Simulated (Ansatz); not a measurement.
`[CH3][Al]1[BH][S]1`, charge 0, multiplicity 1.

**Question.** Give a relaxed structure at PBE0-D4/def2-TZVP (Ansatz 0.2.0). (Best estimate.)

**Answer.** Computed: 
```xyz
8

C     0.768    0.341    1.427
Al   -0.210    0.085   -0.230
B    -1.255   -0.113   -1.925
S    -0.201   -1.556   -1.725
H     1.845    0.306    1.238
H     0.531    1.295    1.902
H     0.532   -0.463    2.130
H    -2.010    0.106   -2.817
```
Point group Cs.
